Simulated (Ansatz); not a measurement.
One change: `C/C=[C](/F)[ZnH]` becomes `BO/C(F)=C/C`.

Ansatz, PBE0-D4/def2-TZVP geometries, multiplicity 1. Each molecule was computed in one conformer, which needn't be the lowest.

Scalar relativity is left out up to krypton.

```csv
property,`C/C=[C](/F)[ZnH]`
LUMO energy (ωB97M-V/def2-TZVPP) / eV,0.58
HOMO energy (ωB97M-V/def2-TZVPP) / eV,-9.23
HOMO–LUMO gap (PBE0/def2-TZVPP) / eV,6.10
HOMO energy (PBE/def2-TZVPP) / eV,-5.86
size of the dipole moment (ωB97M-V/def2-TZVPP) / D,1.60
size of the dipole moment (B3LYP/def2-TZVPP) / D,1.63
```

(1) Give the same properties after the change, and the shifts. (An estimate is asked.)

Answers

(1) Ansatz gave: 
| property | `BO/C(F)=C/C` | shift |
| --- | --- | --- |
| LUMO energy (ωB97M-V/def2-TZVPP) / eV | 0.92 | 0.34 |
| HOMO energy (ωB97M-V/def2-TZVPP) / eV | -9.20 | 0.03 |
| HOMO–LUMO gap (PBE0/def2-TZVPP) / eV | 6.04 | -0.06 |
| HOMO energy (PBE/def2-TZVPP) / eV | -5.90 | -0.04 |
| size of the dipole moment (ωB97M-V/def2-TZVPP) / D | 1.06 | -0.54 |
| size of the dipole moment (B3LYP/def2-TZVPP) / D | 1.19 | -0.44 |

Dipoles are sizes alone; their direction can turn.

B3LYP here is the variant with VWN-RPA as its local correlation; programs differ in this.
